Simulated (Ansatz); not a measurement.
Ansatz (a quantum-chemistry and plane-wave program) input (CCSD(T)/6-31G):

Ansatz 0.2 input:
```yaml
crystal:
  periodic: [false, false, false]
  atoms:
    - {symbol: N, position_ang: [-0.28230054, -0.35341855, 1.69734187]}
    - {symbol: Si, position_ang: [-0.01120097, -0.00678641, 0.01061307]}
    - {symbol: O, position_ang: [1.57647753, -0.24093176, -0.32693767]}
    - {symbol: O, position_ang: [-0.34286068, 1.55696947, -0.34143823]}
    - {symbol: O, position_ang: [-1.00303045, -0.97626827, -0.85243028]}
    - {symbol: H, position_ang: [-1.27053444, -0.42114546, 1.94949191]}
    - {symbol: H, position_ang: [2.05592070, -0.86985589, 0.21816902]}
    - {symbol: H, position_ang: [0.37235434, 2.18905804, -0.22989520]}
    - {symbol: H, position_ang: [-0.86951461, -1.04727282, -1.80129224]}
basis:
  gaussian:
    orbitals: 6-31G
magnetization: {spin_polarized: true, initial_magnetization: 1}
correlation: {method: ccsd_t, electrons: outside_noble_gas}
```

End of the output:

```
625 factors; integrals over basis functions are off by at most 2.8e-4 eV
0.48 GiB of device memory are held for the factors and their scratch space
mean field: 0.19 GiB planned
mean field evaluation 1: about -15511.5362 eV, gradient 3.4e1 eV
mean field evaluation 2: about -15511.5431 eV, gradient 3.4e1 eV
mean field evaluation 4: about -15516.1227 eV, gradient 2.1e0 eV
mean field evaluation 8: about -15516.1648 eV, gradient 1.5e-1 eV
mean field evaluation 16: about -15514.8893 eV, gradient 1.9e1 eV
mean field evaluation 32: about -15515.0460 eV, gradient 2.5e0 eV
mean field evaluation 64: about -15515.1954 eV, gradient 5.1e-3 eV
mean field -15516.16560667 eV, -570.2085688104 hartree, gradient 2.6e-6 eV, S^2 0.756094; 4 other end points of the search recorded, 0 dependent functions left out
determinant -15516.16560667 eV, -570.2085688104 hartree, with singles and doubles -15530.15748970 eV, -570.7227610277 hartree
determinant -15515.19536439 eV, -570.1729130642 hartree, with singles and doubles -15529.17076464 eV, -570.6864995504 hartree
9 core orbitals not correlated
reference -15516.16560667 eV, -570.2085688104 hartree; 16, 15 occupied and 32, 33 virtual orbitals, 625 factors
second order -13.46952885 eV of doubles, -0.00000000 eV of singles
coupled cluster: 0.29 GiB planned
cycle   1  -13.99208383 eV  change   -2.0e-4 eV  update   1.2e-3
cycle   2  -13.99219503 eV  change   -1.1e-4 eV  update   9.8e-4
cycle   3  -13.99201374 eV  change    1.8e-4 eV  update   6.5e-4
cycle   4  -13.99247996 eV  change   -4.7e-4 eV  update   5.3e-4
cycle   5  -13.99313841 eV  change   -6.6e-4 eV  update   4.2e-4
cycle   6  -13.99300648 eV  change    1.3e-4 eV  update   3.0e-4
cycle   7  -13.99255113 eV  change    4.6e-4 eV  update   1.2e-4
cycle   8  -13.99246310 eV  change    8.8e-5 eV  update   5.4e-5
cycle   9  -13.99254586 eV  change   -8.3e-5 eV  update   2.7e-5
cycle  10  -13.99259038 eV  change   -4.5e-5 eV  update   8.1e-6
cycle  11  -13.99258999 eV  change    3.9e-7 eV  update   3.5e-6
perturbative correction -0.22383472 eV, -0.0082257744 hartree
Total energy: -15530.38203138 eV, -570.7310127822 hartree
```

It need not be the lowest isomer of its formula.
